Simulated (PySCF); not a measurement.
Run record: geometry optimisation, `[Cl][Cr]([Cl])[Cl]` [quartet].

Method: PBE0-D3(BJ)/def2-SVP geometry optimisation, gas phase (PySCF 2.14.0). Start geometry: GFN2-xTB. The input is one job of a driver script: a line of settings, then coordinates in Å.

Command:
```bash
OMP_NUM_THREADS=1 python probes_run.py task.json out
```

Input:
```
{"job": {"xc": "PBE0", "basis": "def2-SVP", "d3": "d3bj", "grid": 1, "maxiter": 40, "shake": 0.03, "kind": "geom"}, "charge": 0, "multiplicity": 4}
Cr     0.061340    -0.076190     0.011620
Cl     2.048890    -0.039540     0.005800
Cl    -1.072000     1.794150    -0.041550
Cl    -0.954940    -1.768860    -0.006340
```

**Question.** What does the run print?

**Answer.** 
```
step   0  E = -2423.95253172  max force = 0.070108
step   1  E = -2423.96719315  max force = 0.023363
step   2  E = -2423.96921512  max force = 0.005198
step   3  E = -2423.96934328  max force = 0.000875
step   4  E = -2423.96933937  max force = 0.000641
step   5  E = -2423.96933795  max force = 0.000689
step   6  E = -2423.96934290  max force = 0.000657
step   7  E = -2423.96934691  max force = 0.000682
step   8  E = -2423.96935023  max force = 0.000712
step   9  E = -2423.96935162  max force = 0.000729
optimisation converged
```

Energies in Eh; «max force» is the largest Cartesian gradient component in Eh/bohr.

**Question.** Give the first gradient maximum in eV/Å.

**Answer.** With 1 Eh/bohr = 51.422 eV/Å, 3.605 eV/Å.

Main results: final energy -2423.96935 Eh after 9 steps; dipole 0.15 D.

**Question.** Where do the atoms end?

**Answer.** 0.092 Å rms from the input after alignment:
```
atom  x, y, z in Å
Cr1    0.0159   -0.0223    0.0222
Cl2    2.1438    0.0219    0.0529
Cl3   -1.0726    1.8031   -0.1218
Cl4   -1.0037   -1.8931    0.0162
```

Time: 65 s of wall time; peak memory 0.39 GiB. Hardware: Intel Xeon Platinum 8488C, one thread, no GPU, on a shared host.
Labels such as C1 count atoms from 1, the log's own numbers from 0.
